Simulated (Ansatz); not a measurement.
Program: Ansatz. Geometries: PBE0-D4/def2-TZVP. ΔE: electronic, gas phase. CBS: MP2 limit from def2 TZ/QZ plus the TZ coupled-cluster correction, frozen cores. DFT in def2-TZVPP. B3LYP here is the variant with VWN-RPA as its local correlation; programs differ in this. One conformer a species, not always the lowest.

Reaction (isomerisation): `CB[SiH2]CC` → `CCB(C)[SiH3]`

`CB[SiH2]CC`:

```xyz
16

C     1.034    1.377    1.493
B     0.049    0.212    1.788
Si   -0.421   -1.258    0.485
C     0.032   -0.888   -1.306
C    -0.767    0.273   -1.893
H     0.770    2.313    1.995
H     1.974    1.057    1.974
H     1.265    1.570    0.444
H    -0.394    0.131    2.903
H     0.295   -2.490    0.945
H    -1.883   -1.565    0.562
H    -0.120   -1.793   -1.904
H     1.105   -0.673   -1.352
H    -0.481    0.482   -2.927
H    -1.839    0.060   -1.886
H    -0.618    1.194   -1.322
```

`CCB(C)[SiH3]`:

Cartesian coordinates in Å:
```
C -1.157 0.584 1.521
C -0.853 -0.673 0.682
B 0.114 -0.205 -0.458
C -0.459 0.294 -1.821
Si 2.113 -0.275 -0.117
H -0.247 1.002 1.961
H -1.839 0.347 2.340
H -1.624 1.367 0.918
H -0.423 -1.435 1.339
H -1.795 -1.067 0.283
H 0.117 1.083 -2.309
H -1.517 0.569 -1.791
H -0.386 -0.579 -2.492
H 2.584 -1.665 -0.401
H 2.446 0.005 1.311
H 2.925 0.646 -0.964
```

```json
{"level": "r2SCAN-D4", "ΔE (kcal/mol)": "-3.6", "difference from CCSD(T)/CBS": "-0.5"}
{"level": "ωB97M-V", "ΔE (kcal/mol)": "-3.1", "difference from CCSD(T)/CBS": "0.0"}
{"level": "PBE", "ΔE (kcal/mol)": "-3.6", "difference from CCSD(T)/CBS": "-0.5"}
{"level": "B3LYP", "ΔE (kcal/mol)": "-3.1", "difference from CCSD(T)/CBS": "0.0"}
{"level": "SCS-MP2/def2-TZVPP", "ΔE (kcal/mol)": "-3.1", "difference from CCSD(T)/CBS": "0.0"}
{"level": "CCSD(T)/def2-TZVPP", "ΔE (kcal/mol)": "-3.4", "difference from CCSD(T)/CBS": "-0.3"}
{"level": "SCS-MP2/def2-QZVPP", "ΔE (kcal/mol)": "-2.9", "difference from CCSD(T)/CBS": "0.2"}
{"level": "HF/CBS(def2)", "ΔE (kcal/mol)": "-2.3", "difference from CCSD(T)/CBS": "0.8"}
{"level": "MP2/CBS(def2)", "ΔE (kcal/mol)": "-3.1", "difference from CCSD(T)/CBS": "0.0"}
{"level": "CCSD/CBS(def2)", "ΔE (kcal/mol)": "-2.9", "difference from CCSD(T)/CBS": "0.2"}
{"level": "CCSD(T)/CBS", "ΔE (kcal/mol)": "-3.1", "difference from CCSD(T)/CBS": "0"}
```

Largest T1 diagnostic among the species: 0.011.

In def2-TZVPP, CCSD(T) changes the Hartree–Fock value by −1.0 kcal/mol (the triples alone add −0.2 kcal/mol) and MP2 by −1.0 kcal/mol.
